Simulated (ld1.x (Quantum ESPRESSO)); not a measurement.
What the settings do to the TM potential of scandium (Sc)

Base potential:

* Element: Sc
* Generator: ld1.x (Quantum ESPRESSO) 7.5
* Type: norm-conserving Troullier–Martins (Kleinman–Bylander form)
* Functional: PBEsol
* Relativity: scalar-relativistic
* Frozen core: [Ne] 3s2
* Valence charge: 9
* Reference configuration: 3p6 3d1 4s2 4p0
* Partial waves: 4s (bound): rc 2.40 bohr; 3p (bound): rc 1.80 bohr; 3d (bound): rc 2.80 bohr; 4f channel at 0.4 Ry: rc 3.00 bohr
* Local potential: all-electron potential smoothed inside 2.80 bohr (lloc = -2)
* Core correction: Bessel-smoothed model core inside 1.20 bohr

Cutoffs, loose and tight: the cutoffs (Ry, on a coarse ladder) from which the occupation-weighted sum of valence levels, in a spherical-Bessel basis at the reference potential, stays within 10 and 1 mRy of its value at 400 Ry. They do not see the model core or the augmentation charge, which bear on the density cutoff. Test errors are all-electron minus pseudo excitation energies from the reference, over the configurations 3p6 3d1 4s1 4p0; 3p6 3d1 4s0 4p0; 3p6 3d0 4s0 4p0; 3p6 3d2 4s0 4p0; 3p6 3d0 4s2 4p1; 3p6 3d1.5 4s1.5 4p0; 3p6 3d1 4s0 4p2. A dash means not determined; rows that change the core or the reference have their own tests. The largest error is taken over the tests solved by every variant that gives reliable tests at all: 3p6 3d0 4s0 4p0; 3p6 3d1 4s0 4p0; 3p6 3d1 4s0 4p2; 3p6 3d1 4s1 4p0; 3p6 3d1.5 4s1.5 4p0; 3p6 3d2 4s0 4p0.

A true bound ghost makes a file unfit for plane-wave use even where its test errors are small: the radial tests pick states by their node count and pass the ghost by. Where a test does run into it, the solver fails or the error is huge.

```tsv
change	outcome	cutoff, loose	cutoff, tight	bound ghosts	largest test error (meV)
base	generated	35 Ry	60 Ry	none	-629
local potential all-electron potential smoothed inside 1.24 bohr (lloc = -2)	generated	35 Ry	60 Ry	s	+335
local potential all-electron potential smoothed inside 1.52 bohr (lloc = -2)	generated	35 Ry	60 Ry	s	+333
local potential all-electron potential smoothed inside 1.74 bohr (lloc = -2)	generated	35 Ry	60 Ry	none	+330
local potential all-electron potential smoothed inside 2.08 bohr (lloc = -2)	generated	35 Ry	70 Ry	none	+322
local potential all-electron potential smoothed inside 2.30 bohr (lloc = -2)	generated	35 Ry	60 Ry	none	+315
local potential all-electron potential smoothed inside 2.56 bohr (lloc = -2)	generated	35 Ry	60 Ry	none	-448
local potential all-electron potential smoothed inside 2.86 bohr (lloc = -2)	generated	35 Ry	70 Ry	none	-662
local potential all-electron potential smoothed inside 3.16 bohr (lloc = -2)	generated	35 Ry	60 Ry	none	-805
local potential all-electron potential smoothed inside 3.44 bohr (lloc = -2)	generated	35 Ry	60 Ry	none	-951
```

Reading the sweep of the rcloc (base included, trends over the rows without a ghost): The loose cutoff stays near 35 Ry. The median size of the test errors (rows with all tests solved) is not monotonic: lowest 22.0 meV at 2.86 bohr, highest 40.1 meV at 2.08 bohr. Bound ghosts are found at 1.24, 1.52 bohr.
